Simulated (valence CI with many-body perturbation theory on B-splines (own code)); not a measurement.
# E1 transitions of Se2+

Computed by relativistic CI+MBPT: four valence electrons over a frozen Dirac-Fock core [Ar] 3d10, radial functions for each j: 11 s, 11 p, 10 d, 8 f, 5 g, 2 h, with the one-electron correlation potential Σ1, the two-electron term Σ2, the three-electron term Σ3, Breit, model QED; selected CI, second order for the rest, scaled by the run's own slope (own B-spline code, finite nucleus).

Set against measurement, 29 paired levels are off by 224 cm⁻¹ on average, the worst by 760. These come from a selection out of Moore, Atomic Energy Levels, vol. II, NSRDS-NBS 35 (1971 reprint of NBS Circular 467, 1952), an old analysis. Levels without a partner in it may be off by more. Among the levels kept, up to 2000 cm⁻¹ of a level comes from second order outside the variational space, and about a tenth of that is noise between levels of different J, which matters for small intervals.

Lines 1 to 50 of 490 in falling wavelength, among levels below 28.641 eV, chosen from the strongest by gf and those to the six lowest levels. Wavelengths and rates use the calculated energies, so an error of 200 cm⁻¹ moves a line at 4873 nm by 9.7 % and its rate by three times that or more. Electric multipoles are in the length gauge, E1 and E2 with the static RPA response of the core. Weak lines are less certain than strong ones. Lines between different terms over intervals too small for the method are left out, as are lines whose strength nearly cancels. Where a level lies close to another of its J and parity, the split of strength between their lines is uncertain. The highest levels of a list are the least certain.

Names give the largest LS component (configuration and term), which can be under half, so a name can repeat, a term be missing and a line seem to break the LS rules; names also repeat where a configuration has a term twice. Letters in brackets count levels of one name in rising energy.

```csv
λ vac (nm),Upper,Lower,A (s⁻¹),S (a.u.) with core polarisation,S without
4873,4s2 4p 5g 1G°_4,4s2 4p 5f 1F_3,3.99e+05,2.05e+02,2.05e+02
4813,4s2 4p 5g 3H°_4,4s2 4p 5f 3G_3,4.39e+05,2.18e+02,2.18e+02
4719,4s 4p2 5s 3D_2 [a],4s2 4p 7d 3F°_3,1.00e+06,2.60e+02,2.60e+02
4631,4s2 4p 8p 1P_1,4s2 4p 7d 3D°_1,3.76e+05,5.52e+01,5.52e+01
4509,4s2 4p 6f 3F_4,4s2 4p 6g 3H°_5,1.68e+05,6.84e+01,6.84e+01
4506,4s2 4p 7d 3F°_4,4s2 4p 6f 3G_5,1.29e+06,5.23e+02,5.23e+02
4395,4s2 4p 5g 1H°_5,4s2 4p 5f 3F_4,1.22e+05,5.61e+01,5.61e+01
4364,4s2 4p 6g 1G°_4,4s2 4p 6f 3G_3,7.24e+05,2.67e+02,2.67e+02
4363,4s2 4p 6g 3H°_4,4s2 4p 6f 3G_3,1.05e+06,3.86e+02,3.86e+02
4246,4s2 4p 8p 3D_1,4s2 4p 8s 3P°_1,5.62e+05,6.37e+01,6.37e+01
4176,4s2 4p 4f 3G_5,4s2 4p 5d 3F°_4,2.85e+05,1.12e+02,1.12e+02
4149,4s2 4p 8p 1P_1,4s2 4p 7d 3P°_2,1.22e+06,1.29e+02,1.29e+02
4101,4s2 4p 8p 3D_1,4s2 4p 8s 3P°_0,6.26e+05,6.39e+01,6.40e+01
4098,4s2 4p 5g 3H°_6,4s2 4p 5f 3G_5,7.53e+05,3.33e+02,3.33e+02
3860,4s2 4p 8p 3P_0,4s2 4p 7d 3D°_1,5.02e+06,1.42e+02,1.42e+02
3776,4s2 4p 8p 3P_1,4s2 4p 7d 3P°_2,2.82e+06,2.25e+02,2.25e+02
3700,4s2 4p 8p 1P_1,4s2 4p 7d 3F°_2,8.10e+05,6.08e+01,6.08e+01
3564,4s 4p2 5s 3D_2 [b],4s2 4p 7d 3F°_3,2.69e+06,3.01e+02,3.01e+02
3453,4s 4p2 5s 3D_2 [a],4s2 4p 8s 3P°_1,1.78e+06,1.81e+02,1.81e+02
3400,4s2 4p 6f 3F_4,4s2 4p 7d 3F°_3,5.42e+05,9.47e+01,9.47e+01
3253,4s2 4p 8p 1P_1,4s2 4p 8s 3P°_1,3.06e+06,1.56e+02,1.56e+02
3068,4s2 4p 7p 3D_2 [b],4s2 4p 6d 1F°_3,1.42e+06,1.01e+02,1.01e+02
3031,4s2 4p 6f 1F_3,4s2 4p 7d 3F°_2,4.87e+05,4.69e+01,4.69e+01
3019,4s2 4p 8p 3P_1,4s2 4p 8s 3P°_1,8.29e+05,3.38e+01,3.38e+01
2998,4s 4p2 5s 3D_1,4s2 4p 7d 3F°_2,2.46e+06,9.80e+01,9.80e+01
2945,4s2 4p 8p 3P_1,4s2 4p 8s 3P°_0,3.43e+06,1.30e+02,1.30e+02
2941,4s2 4p 6f 1G_4,4s2 4p 6g 3H°_5,3.71e+05,4.19e+01,4.19e+01
2853,4s2 4p 8p 3P_0,4s2 4p 8s 3P°_1,6.73e+06,7.72e+01,7.72e+01
2791,4s 4p2 5s 3D_2 [b],4s2 4p 8s 3P°_1,4.29e+06,2.30e+02,2.30e+02
2638,4s 4p2 5s 3D_1,4s2 4p 8s 3P°_0,2.05e+06,5.58e+01,5.58e+01
2624,4s2 4p 7p 3P_2,4s2 4p 6d 1F°_3,3.83e+06,1.71e+02,1.71e+02
2425,4s2 4p 6f 1G_4,4s2 4p 7d 3F°_3,8.74e+05,5.54e+01,5.54e+01
2412,4s2 4p 7p 1S_0,4s2 4p 6d 1P°_1,1.07e+07,7.44e+01,7.43e+01
2389,4s2 4p 7p 3D_3,4s2 4p 6d 3D°_3,1.93e+06,9.10e+01,9.09e+01
2357,4s2 4p 7p 3S_1,4s2 4p 6d 3P°_0,1.81e+06,3.51e+01,3.51e+01
2347,4s2 4p 7p 3D_1,4s2 4p 6d 3F°_2,7.69e+06,1.47e+02,1.47e+02
2314,4s2 4p 7p 1P_1,4s2 4p 6d 1D°_2,6.55e+06,1.20e+02,1.20e+02
2313,4s2 4p 7p 3D_2 [a],4s2 4p 6d 3F°_3,6.12e+06,1.87e+02,1.87e+02
2312,4s2 4p 7p 3S_1,4s2 4p 6d 3P°_1,4.51e+06,8.25e+01,8.25e+01
2252,4s2 4p 7p 3S_1,4s2 4p 6d 3P°_2 [b],5.14e+06,8.68e+01,8.68e+01
2227,4s2 4p 7p 3D_3,4s2 4p 6d 3F°_4,7.93e+06,3.03e+02,3.03e+02
2219,4s2 4p 7p 3D_2 [b],4s2 4p 6d 3D°_3,3.94e+06,1.06e+02,1.06e+02
2212,4s2 4p 7p 3P_0,4s2 4p 6d 3D°_1,1.12e+07,5.99e+01,5.99e+01
2193,4s2 4p 7p 3P_1,4s2 4p 6d 3P°_2 [a],9.50e+06,1.48e+02,1.48e+02
2143,4s2 4p 7p 3P_2,4s2 4p 6d 3P°_2 [b],1.78e+06,4.33e+01,4.32e+01
2117,4s2 4p 5f 3D_2,4s2 4p 6d 3F°_3,2.04e+06,4.77e+01,4.77e+01
2101,4s2 4p 7p 3D_2 [b],4s2 4p 6d 1D°_2,2.24e+06,5.13e+01,5.13e+01
2067,4s2 4p 7p 3D_1,4s2 4p 7s 3P°_1,6.48e+06,8.48e+01,8.48e+01
2058,4s2 4p 7p 1P_1,4s2 4p 7s 1P°_1,1.11e+07,1.43e+02,1.43e+02
2010,4s2 4p 7p 3D_1,4s2 4p 7s 3P°_0,3.40e+06,4.08e+01,4.08e+01
```
